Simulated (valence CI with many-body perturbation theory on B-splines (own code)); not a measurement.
# E1 line list for Rh³²⁺

Level of theory: valence CI with perturbative core correlation (CI+MBPT): three valence electrons over a frozen Dirac-Fock core [Ne], a basis of 11 s, 11 p, 10 d, 8 f, 5 g, 2 h functions for each j, with the one-electron correlation potential Σ1 (screened to all orders), the two-electron term Σ2, the three-electron term Σ3, Breit, model QED; selected single and double excitations, second order for the rest, scaled by the run's own slope (own B-spline code, finite nucleus).

The last digits are not significant, and no measured levels were compared; by estimate large intervals hold to a few tenths of a per cent, small ones and those within an open d or f shell to about a per cent.

Lines 201 to 250 of 577 in falling wavelength, among levels below 940.85 eV, chosen from the strongest by gf and those to the six lowest levels. Wavelengths and rates use the calculated energies. Electric multipoles are in the length gauge, E1 and E2 with the static RPA response of the core. Weak lines are less certain than strong ones. Lines between different terms over intervals too small for the method are left out, as are lines whose strength nearly cancels. The highest levels of a list are the least certain.

Names give the largest LS component (configuration and term), which can be under half, so a name can repeat, a term be missing and a line seem to break the LS rules; names also repeat where a configuration has a term twice. Letters in brackets count levels of one name in rising energy.

| λ vac (nm) | Upper | Lower | A (s⁻¹) | log gf | Branch % |
| --- | --- | --- | --- | --- | --- |
| 10.21 | 3p2 3d 4F_9/2 | 3s 3p 3d 4D°_7/2 | 2.59e+10 | -0.39 | 28.5 |
| 10.21 | 3p 3d2 2G°_9/2 [a] | 3s 3d2 4F_9/2 | 2.90e+10 | -0.34 | 20.3 |
| 10.20 | 3d3 4F_9/2 | 3p 3d2 4D°_7/2 [b] | 4.57e+10 | -0.15 | 20.3 |
| 10.20 | 3p2 3d 2P_3/2 [a] | 3s 3p 3d 4F°_5/2 [a] | 2.88e+10 | -0.75 | 28.2 |
| 10.19 | 3p2 3d 2D_5/2 [a] | 3s 3p 3d 4P°_5/2 | 3.63e+10 | -0.47 | 22.3 |
| 10.18 | 3p2 3d 4P_3/2 [b] | 3s 3p 3d 4P°_1/2 | 1.96e+10 | -0.91 | 9.2 |
| 10.18 | 3p 3d2 2F°_5/2 [c] | 3s 3d2 2G_7/2 | 6.61e+10 | -0.21 | 29.7 |
| 10.18 | 3p 3d2 4S°_3/2 | 3s 3d2 4P_1/2 | 4.18e+10 | -0.58 | 13.2 |
| 10.18 | 3p 3d2 2D°_5/2 [a] | 3p2 3d 2P_3/2 [a] | 1.58e+10 | -0.83 | 19.2 |
| 10.16 | 3p 3d2 2P°_3/2 [a] | 3p2 3d 2D_5/2 [c] | 4.69e+10 | -0.54 | 21.3 |
| 10.16 | 3p2 3d 4P_3/2 [b] | 3s 3p 3d 4P°_3/2 | 2.04e+10 | -0.90 | 9.6 |
| 10.16 | 3p2 3d 4D_7/2 | 3s 3p 3d 4F°_9/2 | 1.72e+10 | -0.67 | 15.0 |
| 10.16 | 3p 3d2 4F°_5/2 [b] | 3s 3d2 4F_3/2 | 2.95e+10 | -0.56 | 11.2 |
| 10.15 | 3p 3d2 4G°_7/2 | 3p2 3d 2F_5/2 [a] | 1.92e+10 | -0.63 | 35.3 |
| 10.15 | 3p 3d2 4D°_3/2 [c] | 3s 3d2 4F_5/2 [b] | 2.41e+10 | -0.83 | 9.2 |
| 10.15 | 3d3 2F_7/2 | 3p 3d2 2F°_7/2 [b] | 2.78e+10 | -0.46 | 13.3 |
| 10.15 | 3p 3d2 4D°_7/2 [b] | 3s 3d2 4F_5/2 [a] | 4.95e+10 | -0.21 | 21.8 |
| 10.14 | 3p2 3d 2F_7/2 [b] | 3s 3p 3d 2D°_5/2 [a] | 3.32e+10 | -0.39 | 17.6 |
| 10.14 | 3p2 3d 4P_3/2 [b] | 3s 3p 3d 4D°_5/2 | 1.59e+10 | -1.01 | 7.5 |
| 10.13 | 3d3 2D_3/2 [a] | 3p 3d2 4S°_3/2 | 1.98e+10 | -0.91 | 7.8 |
| 10.13 | 3p2 3d 2F_7/2 [a] | 3s 3p 3d 4F°_5/2 [a] | 3.52e+10 | -0.36 | 62.7 |
| 10.13 | 3s 3p 3d 4F°_7/2 | 3s 3p2 4P_5/2 | 1.66e+10 | -0.69 | 86.5 |
| 10.12 | 3p 3d2 4D°_7/2 [a] | 3p2 3d 4P_5/2 | 2.41e+10 | -0.53 | 17.2 |
| 10.11 | 3s 3d2 4F_5/2 [b] | 3s 3p 3d 4P°_3/2 | 4.06e+10 | -0.43 | 21.4 |
| 10.09 | 3p 3d2 4D°_3/2 [c] | 3p2 3d 4P_3/2 [b] | 2.57e+10 | -0.80 | 9.8 |
| 10.09 | 3p 3d2 2D°_5/2 [b] | 3p2 3d 2D_5/2 [b] | 5.49e+10 | -0.30 | 19.5 |
| 10.09 | 3p 3d2 2F°_7/2 [a] | 3p2 3d 2F_7/2 [b] | 1.34e+10 | -0.79 | 7.1 |
| 10.08 | 3s 3d2 4F_5/2 [b] | 3s 3p 3d 4D°_5/2 | 2.41e+10 | -0.66 | 12.7 |
| 10.08 | 3d3 4F_7/2 | 3p 3d2 4F°_7/2 | 2.97e+10 | -0.44 | 12.3 |
| 10.07 | 3p2 3d 2F_5/2 [c] | 3s 3p 3d 2D°_5/2 [b] | 7.16e+10 | -0.18 | 23.9 |
| 10.07 | 3p 3d2 2F°_5/2 [a] | 3p2 3d 2D_5/2 [a] | 1.23e+10 | -0.95 | 13.7 |
| 10.07 | 3d3 2P_3/2 | 3p 3d2 2P°_1/2 [b] | 3.19e+10 | -0.71 | 14.5 |
| 10.07 | 3p 3d2 2P°_1/2 [b] | 3p2 3d 2S_1/2 | 4.29e+10 | -0.89 | 19.0 |
| 10.06 | 3p3 2P°_1/2 | 3s 3p2 2D_3/2 | 7.81e+10 | -0.62 | 75.3 |
| 10.05 | 3p2 3d 4P_3/2 [a] | 3s 3p 3d 4D°_3/2 | 1.90e+10 | -0.94 | 9.6 |
| 10.05 | 3s 3p 3d 4D°_3/2 | 3s 3p2 4P_5/2 | 6.34e+08 | -2.42 | 0.5 |
| 10.05 | 3p 3d2 2P°_3/2 [b] | 3p2 3d 2D_5/2 [c] | 1.78e+10 | -0.97 | 6.8 |
| 10.04 | 3d3 2D_3/2 [a] | 3p 3d2 2F°_5/2 [b] | 3.02e+10 | -0.74 | 11.9 |
| 10.04 | 3p2 3d 2D_5/2 [a] | 3s 3p 3d 4D°_3/2 | 1.82e+10 | -0.78 | 11.2 |
| 10.04 | 3d3 4P_5/2 | 3p 3d2 4P°_5/2 | 1.29e+10 | -0.93 | 4.8 |
| 10.04 | 3s 3p 3d 2P°_3/2 [a] | 3s 3p2 2D_5/2 | 4.97e+10 | -0.52 | 76.5 |
| 10.04 | 3p 3d2 2D°_3/2 [b] | 3p2 3d 2P_3/2 [b] | 5.35e+10 | -0.49 | 20.6 |
| 10.03 | 3d3 2D_5/2 [b] | 3p 3d2 2F°_7/2 [c] | 3.76e+10 | -0.47 | 16.2 |
| 10.02 | 3p2 3d 4D_3/2 | 3p3 4S°_3/2 | 3.07e+10 | -0.73 | 24.4 |
| 10.01 | 3p 3d2 2P°_3/2 [c] | 3p2 3d 2F_5/2 [c] | 4.65e+10 | -0.55 | 15.0 |
| 10.01 | 3s 3p 3d 2D°_3/2 [a] | 3s 3p2 2P_1/2 | 6.02e+10 | -0.44 | 32.5 |
| 10.01 | 3p 3d2 4D°_7/2 [c] | 3p2 3d 4F_9/2 | 1.10e+10 | -0.88 | 6.1 |
| 9.985 | 3d3 2P_3/2 | 3p 3d2 2D°_3/2 [b] | 1.88e+10 | -0.95 | 8.5 |
| 9.981 | 3p3 2P°_3/2 [a] | 3s 3p2 4P_1/2 | 1.88e+10 | -0.95 | 33.6 |
| 9.979 | 3p2 3d 2F_5/2 [c] | 3s 3p 3d 2P°_3/2 [b] | 3.35e+10 | -0.52 | 11.2 |

Question: How does gf follow from A for the line at 10.19 nm?

Answer: gf = 1.4992 × (2J+1)_upper × A / σ², with σ = 980965 cm⁻¹ and 2J+1 = 6: gf = 0.340.
